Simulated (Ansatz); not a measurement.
Coupled-cluster diagnostics for the cluster WO₂, Ansatz.

Geometry of the singlet (PBE-D4/def2-TZVP):

Cartesian coordinates in Å:
```
W -0.413 0.832 0.668
O -0.336 -0.856 -0.122
O 0.750 0.024 -0.546
```

In the def2 sets W takes a core potential; there is no spin–orbit coupling. Correlated methods freeze 2 core orbitals; core or outer-core shells of W are correlated, in sets that lack core-valence functions. The structure holds one bond between oxygen atoms, so isomers without such links may lie far lower. Another isomer (singlet) lies 6.36 eV lower at PBE0-D4/def2-TZVP; other spin states weren't run for this one.

Q: Estimate the CCSD(T) correlation energy, the shares of MP2 and (T), T1 and the reference's ⟨S²⟩ for: charge 0, singlet, own geometry in def2-TZVPP; and the rough time on 4 threads of Arm Neoverse V1 on a shared host.

A: 
```
                          state       basis  correlation (eV)  MP2 share (%)  (T) share (%)     T1  ⟨S²⟩ (pure)  wall time                  remarks
charge 0, singlet, own geometry  def2-TZVPP           -25.479           96.5            5.8  0.038  0.00 (0.00)      9.5 s  restricted SCF unstable
```
Customary marks for T1 are 0.02 (closed shells), 0.045 (open shells) and about 0.05 (3d metals). T1 exceeds 0.02 in 1 of 1 rows and 0.045 in 0; the higher it lies, the less the single-reference result can be trusted.
